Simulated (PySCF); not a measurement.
Sn (tin, neutral) across methods

[Kr] 4d10 5s1 5p3, high-spin 5S determinant (an excited configuration). Calculation: PySCF 2.14, in aug-cc-pVTZ-DK3 (8s7p5d2f, 68 functions); the spin-free X2C one-electron Hamiltonian (Gaussian nucleus).

```json
{"method": "r2SCANh", "E (hartree)": "-6176.10", "mean ε 4d β (eV)": "-28.187", "mean ε 5s α (eV)": "-13.387", "mean ε 5p α (eV)": "-5.669", "Σ⟨r²⟩ (bohr²)": "61.42", "⟨S²⟩": "6.004"}
{"method": "BP86", "E (hartree)": "-6176.79", "mean ε 4d β (eV)": "-26.702", "mean ε 5s α (eV)": "-12.223", "mean ε 5p α (eV)": "-5.082", "Σ⟨r²⟩ (bohr²)": "62.05", "⟨S²⟩": "6.002"}
{"method": "r2SCAN", "E (hartree)": "-6176.10", "mean ε 4d β (eV)": "-27.192", "mean ε 5s α (eV)": "-12.774", "mean ε 5p α (eV)": "-5.313", "Σ⟨r²⟩ (bohr²)": "61.47", "⟨S²⟩": "6.004"}
{"method": "LDA", "E (hartree)": "-6170.03", "mean ε 4d β (eV)": "-26.735", "mean ε 5s α (eV)": "-12.294", "mean ε 5p α (eV)": "-5.085", "Σ⟨r²⟩ (bohr²)": "62.12", "⟨S²⟩": "6.002"}
{"method": "PBE", "E (hartree)": "-6175.66", "mean ε 4d β (eV)": "-26.599", "mean ε 5s α (eV)": "-12.116", "mean ε 5p α (eV)": "-4.999", "Σ⟨r²⟩ (bohr²)": "62.22", "⟨S²⟩": "6.002"}
{"method": "wB97M-V", "E (hartree)": "-6175.65", "mean ε 4d β (eV)": "-31.829", "mean ε 5s α (eV)": "-16.557", "mean ε 5p α (eV)": "-7.959", "Σ⟨r²⟩ (bohr²)": "62.00", "⟨S²⟩": "6.002"}
{"method": "wB97X-V", "E (hartree)": "-6175.79", "mean ε 4d β (eV)": "-31.850", "mean ε 5s α (eV)": "-16.583", "mean ε 5p α (eV)": "-7.962", "Σ⟨r²⟩ (bohr²)": "62.05", "⟨S²⟩": "6.002"}
{"method": "UHF", "E (hartree)": "-6173.41341", "mean ε 4d β (eV)": "-36.225", "mean ε 5s α (eV)": "-18.284", "mean ε 5p α (eV)": "-8.535", "Σ⟨r²⟩ (bohr²)": "62.23", "⟨S²⟩": "6.005"}
```

Q: Estimate the same row for PBE0.

A: E (hartree) = -6175.75; mean ε 4d β (eV) = -29.255; mean ε 5s α (eV) = -13.822; mean ε 5p α (eV) = -5.989; Σ⟨r²⟩ (bohr²) = 61.79; ⟨S²⟩ = 6.002.
